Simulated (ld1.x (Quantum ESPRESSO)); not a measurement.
# What one change does to a pseudopotential (S (Z = 16), TM)

```json
{"Element": "sulfur (S)", "Generator": "ld1.x (Quantum ESPRESSO) 7.5", "Type": "norm-conserving Troullier–Martins (Kleinman–Bylander form)", "Functional": "PBEsol", "Relativity": "scalar-relativistic", "Frozen core": "[Ne]", "Valence charge": "6", "Reference configuration": "3s2 3p3.5 (charge +0.5)", "Partial waves": "3p (bound): rc 1.25 bohr; 3d channel at -0.1 Ry: rc 1.25 bohr; 3s (bound): rc 1.30 bohr", "Local potential": "the s channel", "Core correction": "none"}
```

All-electron outer shells of the reference configuration (PBEsol, scalar-relativistic, ld1.x):

| shell | level (eV) | outermost node (bohr) | outermost maximum (bohr) |
| --- | --- | --- | --- |
| 3s | -22.17 | 0.60 | 1.40 |
| 3p | -11.67 | 0.58 | 1.57 |

Change: all radii scaled by about 1.29 (s 1.68, p 1.62, d 1.62 bohr).

Cutoffs: the cutoffs (Ry, on a coarse ladder) from which the occupation-weighted sum of valence levels, in a spherical-Bessel basis at the reference potential, stays within 10 and 1 mRy of its value at 400 Ry; they do not see the model core or the augmentation charge, which bear on the density cutoff. Errors are all-electron minus pseudo energies relative to the spin-unpolarised reference configuration.

**Question.** Predict the effect on cutoff, ghosts and configuration errors.

**Answer.** The potential gets softer (55 Ry and 110 Ry → 35 Ry and 50 Ry); of the 7 tests that both files solve, the error grows in 7 and shrinks in 0 by more than 15 % and 0.3 meV (median size 1.8 → 3.2 meV); neither file shows a bound ghost. A larger radius leaves more room for a smooth pseudo-wave, so fewer plane waves are needed. More of the atom is replaced by a form fitted at one configuration, so other configurations suffer.

| quantity | base | changed |
| --- | --- | --- |
| cutoff, loose | 55 Ry | 35 Ry |
| cutoff, tight | 110 Ry | 50 Ry |
| loose cutoff by channel (10 mRy a level) | p 12 Ry, s 21 Ry | p 10 Ry, s 18 Ry |
| bound ghosts | none | none |
| error for 3s2 3p4, meV [ΔE -4.64 eV] | +1.0 | +1.4 |
| error for 3s2 3p3, meV [ΔE 7.09 eV] | +0.8 | +1.2 |
| error for 3s2 3p2, meV [ΔE 29.33 eV] | +15 | +23 |
| error for 3s2 3p1, meV [ΔE 63.33 eV] | +66 | +95 |
| error for 3s0 3p6, meV [ΔE 16.04 eV] | +4.1 | +8.1 |
| error for 3s1 3p5, meV [ΔE 5.64 eV] | +1.0 | +3.2 |
| error for 3s2 3p4.3, meV [ΔE -6.34 eV] | +1.8 | +2.7 |
